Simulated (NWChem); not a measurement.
Molecule: sulfur trioxide (SO$_{3}$); SMILES O=S(=O)=O

Computed with NWChem. Coordinates come from a B3LYP/6-31G* (spherical d) optimisation. B3LYP is NWChem's, with the RPA form of VWN correlation. Total energies compare along this basis series because the functional is fixed.

```tsv
level	basis functions	energy (Ha)	highest occupied level (eV)	orbital gap (eV)	relative time
B3LYP/cc-pVDZ	60	-623.7765	-9.28	6.45	1
B3LYP/aug-cc-pVDZ	96	-623.8116	-9.79	6.47	2
B3LYP/cc-pVTZ	124	-623.9185	-9.72	6.66	3
B3LYP/aug-cc-pVTZ	188	-623.9237	-9.86	6.63	5
B3LYP/cc-pVQZ	224	-623.9544	-9.81	6.67	8
```

The last column is a rough cost ratio, cheapest run = 1.
